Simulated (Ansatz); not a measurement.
A further run on `FC(F)(F)c1cc2sc(-c3cc4sc(-c5cc6sc(-c7cc8sc(C(F)(F)F)cc8s7)cc6s5)cc4s3)cc2s1`.

```yaml
crystal:
  periodic: [false, false, false]
  atoms:
    - {symbol: F, position_ang: [13.430432, -0.759519, 0.464640]}
    - {symbol: C, position_ang: [12.893901, 0.264735, -0.244804]}
    - {symbol: F, position_ang: [13.336024, 0.158423, -1.518154]}
    - {symbol: F, position_ang: [13.404726, 1.406276, 0.278980]}
    - {symbol: C, position_ang: [11.396770, 0.251414, -0.204193]}
    - {symbol: C, position_ang: [10.547018, 0.074685, -1.282453]}
    - {symbol: C, position_ang: [9.190176, 0.104430, -0.866056]}
    - {symbol: S, position_ang: [7.650435, -0.038937, -1.662714]}
    - {symbol: C, position_ang: [6.792283, 0.139479, -0.127539]}
    - {symbol: C, position_ang: [5.349413, 0.107195, -0.096252]}
    - {symbol: C, position_ang: [4.504591, 0.600076, 0.900134]}
    - {symbol: C, position_ang: [3.143466, 0.378956, 0.584760]}
    - {symbol: S, position_ang: [1.627011, 0.743874, 1.356205]}
    - {symbol: C, position_ang: [0.720997, 0.011181, 0.024634]}
    - {symbol: C, position_ang: [-0.720011, -0.017384, 0.051510]}
    - {symbol: C, position_ang: [-1.586507, -0.435136, -0.963414]}
    - {symbol: C, position_ang: [-2.940393, -0.323171, -0.572078]}
    - {symbol: S, position_ang: [-4.471580, -0.656949, -1.330040]}
    - {symbol: C, position_ang: [-5.350195, -0.113345, 0.106179]}
    - {symbol: C, position_ang: [-6.791624, -0.140850, 0.116003]}
    - {symbol: C, position_ang: [-7.657886, -0.490717, -0.920873]}
    - {symbol: C, position_ang: [-9.014676, -0.395639, -0.521314]}
    - {symbol: S, position_ang: [-10.544422, -0.672246, -1.302596]}
    - {symbol: C, position_ang: [-11.398078, -0.218666, 0.160862]}
    - {symbol: C, position_ang: [-12.894473, -0.263597, 0.200950]}
    - {symbol: F, position_ang: [-13.447395, 0.445607, -0.813547]}
    - {symbol: F, position_ang: [-13.369771, -1.529524, 0.091508]}
    - {symbol: F, position_ang: [-13.354876, 0.245978, 1.365712]}
    - {symbol: C, position_ang: [-10.557230, 0.128644, 1.204886]}
    - {symbol: C, position_ang: [-9.197176, 0.026950, 0.812034]}
    - {symbol: S, position_ang: [-7.664600, 0.302795, 1.588619]}
    - {symbol: C, position_ang: [-4.484530, 0.299672, 1.121417]}
    - {symbol: C, position_ang: [-3.129594, 0.179776, 0.734558]}
    - {symbol: S, position_ang: [-1.599217, 0.508115, 1.493439]}
    - {symbol: C, position_ang: [1.568404, -0.487998, -0.968855]}
    - {symbol: C, position_ang: [2.929283, -0.273888, -0.649960]}
    - {symbol: S, position_ang: [4.446149, -0.641486, -1.420152]}
    - {symbol: C, position_ang: [7.666443, 0.316079, 0.945248]}
    - {symbol: C, position_ang: [9.018980, 0.301462, 0.520253]}
    - {symbol: S, position_ang: [10.556019, 0.453518, 1.322189]}
    - {symbol: H, position_ang: [10.905234, -0.066456, -2.309403]}
    - {symbol: H, position_ang: [4.871043, 1.119768, 1.794794]}
    - {symbol: H, position_ang: [-1.240113, -0.790019, -1.941802]}
    - {symbol: H, position_ang: [-7.309747, -0.795181, -1.916544]}
    - {symbol: H, position_ang: [-10.924184, 0.437230, 2.191297]}
    - {symbol: H, position_ang: [-4.834960, 0.675856, 2.091633]}
    - {symbol: H, position_ang: [1.204962, -0.990418, -1.874098]}
    - {symbol: H, position_ang: [7.329478, 0.418913, 1.984409]}
basis:
  gaussian: {orbitals: "6-31G*", fitting: {mean_field: def2-universal-jkfit}, point_charges: [{charge: 2.00, position_ang: [17.932, -0.137, 0.960]}]}
magnetization: {spin_polarized: true, initial_magnetization: 0}
hamiltonian: {xc: {name: wPBEh}}
output: {forces: true}
```

```sh
$ ansatz run in.yaml --threads 2 --pin off --events-out ev --progress --plain --max-ram 20480MiB --backend cuda --devices 0, --max-vram 18GiB
```

Output, abridged:

```
Functional definition: wPBEh
3580 factors; integrals over basis functions are off by at most 7.2e-2 eV
3580 factors; integrals over basis functions are off by at most 1.8e-7 eV
mean field evaluation 1: about -129973.2561 eV, gradient 8.1e1 eV
mean field evaluation 2: about -129929.3363 eV, gradient 1.2e2 eV
mean field evaluation 4: about -130002.7540 eV, gradient 1.3e1 eV
mean field evaluation 8: about -130003.6138 eV, gradient 4.8e-1 eV
mean field evaluation 16: about -130003.6151 eV, gradient 5.6e-4 eV
mean field -130003.61509522 eV, -4777.5447351340 hartree, gradient 4.5e-5 eV, S^2 0.000000; 3 other end points of the search recorded, 0 dependent functions left out
reference -130003.61517870 eV, -4777.5447382019 hartree; 173, 173 occupied and 475, 475 virtual orbitals, 3580 factors
Total energy: -130003.61517870 eV, -4777.5447382019 hartree
Atom 0 force     0.700658     0.085952     0.077792 eV/Å
Atom 1 force    -2.227472     0.176215    -0.624160 eV/Å
Atom 2 force     0.319137     0.007793     0.557954 eV/Å
Atom 3 force     0.559359    -0.285394     0.033281 eV/Å
Atom 4 force     0.416549    -0.050202    -0.296825 eV/Å
Atom 5 force     0.051945     0.015800     0.229514 eV/Å
Atom 6 force     0.237250     0.050823     0.349831 eV/Å
Atom 7 force     0.131966     0.066632     0.348495 eV/Å
Atom 8 force     0.114717     0.064965     0.234847 eV/Å
Atom 9 force    -0.142073     0.041256     0.197545 eV/Å
Atom 10 force     0.077194    -0.097377    -0.202502 eV/Å
Atom 11 force     0.155614    -0.180336    -0.363156 eV/Å
Atom 12 force     0.105371    -0.156134    -0.350802 eV/Å
Atom 13 force     0.282664    -0.131601    -0.248413 eV/Å
Atom 14 force    -0.288459    -0.121535    -0.220574 eV/Å
Atom 15 force     0.170095     0.112583     0.236181 eV/Å
Atom 16 force     0.086879     0.179468     0.449710 eV/Å
Atom 17 force     0.106554     0.144585     0.351304 eV/Å
Atom 18 force     0.405956     0.088849     0.223356 eV/Å
Atom 19 force    -0.421373    -0.100873    -0.247158 eV/Å
Atom 20 force     0.308037     0.096502     0.269487 eV/Å
Atom 21 force    -0.043099     0.157863     0.512246 eV/Å
Atom 22 force     0.077219     0.137397     0.387131 eV/Å
Atom 23 force     0.451996     0.093380     0.327120 eV/Å
Atom 24 force    -0.422065    -0.025064     0.030556 eV/Å
Atom 25 force     0.295979    -0.334687     0.477422 eV/Å
Atom 26 force     0.265374     0.609278     0.044676 eV/Å
Atom 27 force     0.248002    -0.228327    -0.535240 eV/Å
Atom 28 force    -0.405666    -0.085127    -0.253612 eV/Å
Atom 29 force     0.060622    -0.176806    -0.546964 eV/Å
Atom 30 force    -0.144996    -0.110739    -0.377342 eV/Å
Atom 31 force    -0.275297    -0.069101    -0.189489 eV/Å
Atom 32 force     0.020210    -0.197369    -0.497070 eV/Å
Atom 33 force    -0.186491    -0.143947    -0.378073 eV/Å
Atom 34 force    -0.143145     0.056686     0.117200 eV/Å
Atom 35 force    -0.039270     0.223892     0.424180 eV/Å
Atom 36 force    -0.183570     0.188851     0.329884 eV/Å
Atom 37 force    -0.033380    -0.006014    -0.027884 eV/Å
Atom 38 force    -0.233258    -0.072384    -0.496233 eV/Å
Atom 39 force    -0.117321    -0.032030    -0.239924 eV/Å
Atom 40 force    -0.218833     0.061476     0.431630 eV/Å
Atom 41 force    -0.177816    -0.229994    -0.403826 eV/Å
Atom 42 force    -0.162409     0.157768     0.427636 eV/Å
Atom 43 force    -0.181182     0.135769     0.433379 eV/Å
Atom 44 force     0.169059    -0.141080    -0.454412 eV/Å
Atom 45 force     0.171089    -0.169319    -0.439731 eV/Å
Atom 46 force     0.163907     0.234769     0.425812 eV/Å
Atom 47 force     0.145629    -0.057262    -0.493501 eV/Å
Dipole moment:    -2.582508    -0.024750    -0.083155 e Å
```

It took 27 s on 2 threads of AMD EPYC 7R13 on a shared host and a share (18 GiB) of an NVIDIA H100 80GB HBM3, peak host memory 3.9 GiB.

The 6-31G sets use Cartesian d functions.
